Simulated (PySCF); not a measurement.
Predicted microwave data (PBE0/pcSseg-1 in PySCF (dipole) on a GFN2-xTB geometry, gas phase) for one isomer of C7H12O3:

* Rotational constants: A = 1928, B = 864.4, C = 743.3 MHz
* Dipole components: |μa| = 0.26 D, |μb| = 0.50 D, |μc| = 0.97 D
* Inertial defect: -166.84 u·Å²
* κ: -0.80

Question: Which candidate fits, each taken in the one conformer that was computed?
A. `[CH3:1]/[C:2]([CH2:3][OH:4])=[C:5](/[CH3:6])[CH2:7][O:8][CH:9]=[O:10]` with C1–C2–C3–O4 112°, C2–C3–O4–H -54°, C2–C5–C7–O8 -111°, C5–C7–O8–C9 94°, C7–O8–C9–O10 1°
B. `[CH3:1][CH:2]([CH3:3])[O:4][C@H:5]1[CH2:6][C:7](=[O:8])[CH2:9][O:10]1` with C1–C2–O4–C5 82°, C2–O4–C5–C6 170°, O4–C5–C6–C7 96°, C5–C6–C7–O8 -170°, C6–C7–C9–O10 9°, C7–C9–O10–C5 -27°
C. `[CH3:1][CH2:2][CH2:3][C@:4]1([CH3:5])[CH2:6][O:7][C:8](=[O:9])[O:10]1` with C1–C2–C3–C4 175°, C2–C3–C4–C5 60°
D. `[CH3:1][C@H:2]([OH:3])[C:4](=[O:5])[O:6][CH:7]1[CH2:8][CH2:9][CH2:10]1` with C1–C2–O3–H -101°, C1–C2–C4–O5 108°, C2–C4–O6–C7 178°, C4–O6–C7–C8 128°, O6–C7–C8–C9 128°, C7–C8–C9–C10 -11°, C8–C9–C10–C7 11°, O6–C7–C10–C9 -128°

Answer: A. It is C/C(CO)=C(/C)COC=O, an asymmetric top, point group C1. The candidates at the same level (rigid rotor, commonest isotopes):

```tsv
SMILES	A (MHz)	B (MHz)	C (MHz)	μa (D)	μb (D)	μc (D)	Δ (u·Å²)	point group	rotor
C/C(CO)=C(/C)COC=O	1928	864.4	743.3	0.26	0.50	0.97	-166.84	C1	asymmetric top
C[C@H](O)C(=O)OC1CCC1	3280	653.7	609.2	2.97	1.42	0.12	-97.57	C1	near-prolate asymmetric top
CC(C)O[C@H]1CC(=O)CO1	2836	774.7	703.2	2.27	0.32	1.46	-111.83	C1	near-prolate asymmetric top
CCC[C@]1(C)COC(=O)O1	2753	737.1	716.6	5.55	1.83	1.79	-163.92	C1	near-prolate asymmetric top
```

`CCC[C@]1(C)COC(=O)O1` has A 43 % too high; `CC(C)O[C@H]1CC(=O)CO1` has A 47 % too high; `C[C@H](O)C(=O)OC1CCC1` has A 70 % too high. No structure here is proved a minimum.
